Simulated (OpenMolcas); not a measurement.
A calculation on Co5+.

* Program: OpenMolcas 26.06
* Method: MS-CASPT2, IPEA 0.25 Eh, imaginary shift 0.1 Eh (closed shells correlated: 3s 3p)
* Basis: ANO-RCC-VTZP [6s5p3d2f1g]
* Scalar Hamiltonian: DKH2, point nucleus
* Active space: 4 electrons in 5 orbitals (3d)
* State averaging: 2S+1 = 5 even, 5 roots; 2S+1 = 3 even, 45 roots; 2S+1 = 1 even, 50 roots
* Spin-orbit coupling: state interaction with AMFI integrals over the reference wave functions, term energies averaged over their components

(1) Which level of the active space comes out lowest?

(2) How high does 3d⁴ ³F₃(1) lie?

(3) How high does 3d⁴ ³F₄(1) lie?

(4) How high does 3d⁴ ³P₁(1) lie?

Measured values: Sugar and Corliss, J. Phys. Chem. Ref. Data 10, 1097 (1981).

Results:

(1) 3d⁴ ⁵D₀, with 100 % of that term; it is also the measured ground level.

(2) 3.980 eV above the lowest level; measured 3.7982 eV above the ground level, so the calculation is off by +5 %.

(3) 4.008 eV above the lowest level; measured 3.8208 eV above the ground level, so the calculation is off by +5 %.

(4) 3.692 eV above the lowest level; measured 3.5288 eV above the ground level, so the calculation is off by +5 %.

Term energies are means over components that CASPT2 splits; among the terms shown or strongly mixed into the levels shown the widest spread is 140 cm-1 (3d⁴ ³F(1)). Computed and measured levels are paired by configuration, term and J; levels that our copy of the source lacks, or whose pairing is in doubt (as where it misses far off the trend of its configuration), stay unpaired and out of the deviations. Only configurations of the active space appear.

A number in round brackets counts repeated terms of one configuration in the order of the reference energies.
